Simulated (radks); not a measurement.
Task: Charge is removed step by step from the 5s1/2 level of Xe+, starting from [Kr] 4d10 5s2 5p5. Level of theory: Dirac Kohn-Sham, PBE, spin-unpolarised, spherical densities, finite nucleus; open shells are shared between the two j in proportion to 2j + 1; Fermi nuclear charge, rms radius 4.7859 fm (a radial shooting solver on a logarithmic mesh with Libxc functionals). At the starting occupation the eigenvalue is -29.046 eV. Estimate the energy to remove one whole electron from this level, the eigenvalue at the end, and how far E(n) bends from a straight line.

Result: Delta-SCF 34.460 eV; final eigenvalue -40.001 eV; the deviation from the straight line is -1.370 eV at 0.5 electron removed, the largest on the grid computed. Slater's transition state (half an electron removed) gives 34.428 eV. Integrating minus the eigenvalue over the occupation (Janak's theorem) gives 34.460 eV. The mean slope of the eigenvalue, de/dn, is 11.0 eV per electron.
